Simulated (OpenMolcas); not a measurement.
# d6 ions of charge +3 down a group on the Y site of Cs2NaYF6

```yaml
Program: OpenMolcas
Method: SS-CASPT2, IPEA 0.25 Eh, imaginary shift 0.1 Eh
Spin-orbit_coupling: RASSI with atomic mean-field integrals over the reference wave functions
```

The d shell is active; CASPT2 correlates the ligand valence shells and the outer metal core. Each dopant is a cluster with its nearest anions in model potentials and point charges, with no relaxation. Distances were set from a Shannon-type radius of the metal (high-spin where two are listed) plus a fixed donor radius (F 1.31 Å), in hosts weighted 0.65 to 0.35 with the host's distance in the model lattice. Ligand basis ANO-RCC-VDZP, DKH2 Hamiltonian. States (labels of O, the rotations of Oh). Energies in cm-1 above the lowest state or level, χT in cm3 K/mol; under a threefold ground state the first gap can be a small split of the lowest multiplet, not the spin-orbit step. Spin-only χT is S(S+1) / 2 for the spin of the ground state.

```tsv
Ion	Shell	R (Å)	Metal basis	Ground state	First state of that spin	First gap with spin-orbit (degeneracies)	χT at 300 K	First state of another spin	Spin-only χT
Co3+	3d6	2.01	ANO-RCC-VTZP	5T2	5E 11210	260 (3, 2)	4.165	1A1 6530	3.000
Rh3+	4d6	2.046	ANO-RCC-VTZP	1A1	1T1 18260	13180 (1, 2)	0.043	2S+1 = 3: 13810	0.000
Ir3+	5d6	2.056	ANO-RCC-VTZP	1A1	1T1 22390	15830 (1, 2)	0.036	2S+1 = 3: 18100	0.000
```

Below the highest spin of the shell: Rh3+, Ir3+. χT departs most from the spin-only value for Co3+, by +1.165 cm3 K/mol.

Roots that are degenerate in the reference are averaged as groups; the widest CASPT2 spread within a group is 580 cm-1 (the 2-fold group of multiplicity 1 near 42600 cm-1 above the lowest state of its run, Co3+). Shifts and gaps below about the spread of the groups concerned are not significant. Over all roots computed the reference weight is 0.65 to 0.72 in Co3+, 0.69 to 0.71 in Rh3+, 0.70 to 0.72 in Ir3+; the roots of lowest weight are the least certain, and an intruder state may touch them. Ligand-to-metal charge-transfer states are missing. With no ligand orbital active B as a rule stays too high, so bands that hang on it stand too high and its fall with covalency is understated. With one d shell and no ligand orbital active, 10Dq can be off by a tenth or more. An orbital triplet at a regular site is open to Jahn-Teller coupling, which can distort the site and quench the lowest spin-orbit gaps and is left out (holds for Co3+). This shell can be high or low spin here, a state of another spin lies low, and with metal d orbitals alone active their balance is uncertain, so the ground spin may be wrong (holds for Co3+). A single d shell leaves out the double-shell effect, which counts most for late 3d ions, where the CASPT2 field can be off either way by tens of per cent (holds for Co3+). These CASPT2 states fit no ligand-field parameters well, so their order and spin gaps are uncertain (holds for Co3+). Free-ion shares, where given, are those of the reference states; single-state CASPT2 does not remix them (holds for Co3+). The least metal-like active orbital is 80 % on the metal (Löwdin) and no ligand orbital is active, so the numbers are rough (holds for Rh3+). The least metal-like active orbital is 79 % on the metal (Löwdin) and no ligand orbital is active, so the numbers are rough (holds for Ir3+). No measured value stands beside these numbers; the geometry was set by hand and not optimised.

A state without a sure symmetry label is named by its multiplicity alone.
